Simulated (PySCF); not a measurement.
BH₂, SMILES [BH2] (connectivity only; charge and spin as stated), charge +1, multiplicity 1. Heavy atoms are numbered as in [BH2:1]. Hydrogens are named by the atom that carries them.

Geometry optimised at PBE0-D3(BJ)/def2-TZVPD. The multiplicity is an assumed one; other spin states were not compared. The isomer is the one that the SMILES or the coordinates give; other isomers of the formula were not compared.

Calculation: PySCF with PBE0/pcSseg-2.

GIAO shieldings, no solvent; atoms alike by connectivity are averaged. δ = σ(ref) − σ: ¹¹B against BF3 (σ = 88.8 ppm); ¹H against TMS (σ = 31.54 ppm), references at their B3LYP-D3(BJ)/def2-TZVP geometries, non-relativistic.

**Question.** Estimate the chemical shifts. (Estimate from the structure and the level; the computed values follow.)

**Answer.** 
| nucleus | atoms | count | δ (ppm) |
|---|---|---|---|
| ¹¹B | B1 (BH2) | 1 | 92.6 |
| ¹H | H on B1 | 2 | 4.90 |
